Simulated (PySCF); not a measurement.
# Correlation energy of S (sulfur, neutral)

[Ne] 3s2 3p4, high-spin 3P determinant. All numbers are calculated (PySCF 2.14, no relativity, point nucleus, in aug-cc-pV(T+d)Z). Frozen: [Ne]; 6 electrons correlated.

| level | correlation energy (mhartree) |
| --- | --- |
| CCSD | -142.15 |
| (T) | -5.14 |
| CCSD(T) | -147.29 |

Diagnostics: T1 = 0.010, D1 = 0.0322, largest double amplitude 0.038.

Cost of the coupled-cluster step: roughly 2.5 core-seconds, for 6 correlated electrons.

Iterations:

```
CC2 = 0
CCSD nocc = (np.int64(4), np.int64(2)), nmo = (50, 50)
frozen orbitals [[0, 1, 2, 3, 4], [0, 1, 2, 3, 4]]
max_cycle = 100
direct = 0
conv_tol = 1e-08
conv_tol_normt = 1e-06
diis_space = 8
diis_start_cycle = 0
Init t2, MP2 energy = -0.118742291681459
Init E_corr(UCCSD) = -0.118742291681786
cycle = 1  E_corr(UCCSD) = -0.136229616519862  dE = -0.0174873248  norm(t1,t2) = 0.0466618
cycle = 2  E_corr(UCCSD) = -0.140208833065976  dE = -0.00397921655  norm(t1,t2) = 0.0161546
cycle = 3  E_corr(UCCSD) = -0.142209657954395  dE = -0.00200082489  norm(t1,t2) = 0.00694373
cycle = 4  E_corr(UCCSD) = -0.142149872040238  dE = 5.97859142e-05  norm(t1,t2) = 0.00106386
cycle = 5  E_corr(UCCSD) = -0.142149933180834  dE = -6.11405965e-08  norm(t1,t2) = 0.000249986
cycle = 6  E_corr(UCCSD) = -0.1421521121785  dE = -2.17899767e-06  norm(t1,t2) = 9.96593e-05
cycle = 7  E_corr(UCCSD) = -0.142151957685125  dE = 1.54493376e-07  norm(t1,t2) = 3.43238e-05
cycle = 8  E_corr(UCCSD) = -0.142152047996913  dE = -9.03117882e-08  norm(t1,t2) = 9.35234e-06
cycle = 9  E_corr(UCCSD) = -0.142151964417314  dE = 8.35795988e-08  norm(t1,t2) = 2.15453e-06
cycle = 10  E_corr(UCCSD) = -0.142151963660897  dE = 7.56416874e-10  norm(t1,t2) = 5.78804e-07
UCCSD converged
E(UCCSD) = -397.6521340759914  E_corr = -0.1421519636608971
UCCSD(T) correction = -0.00514321157050291
```
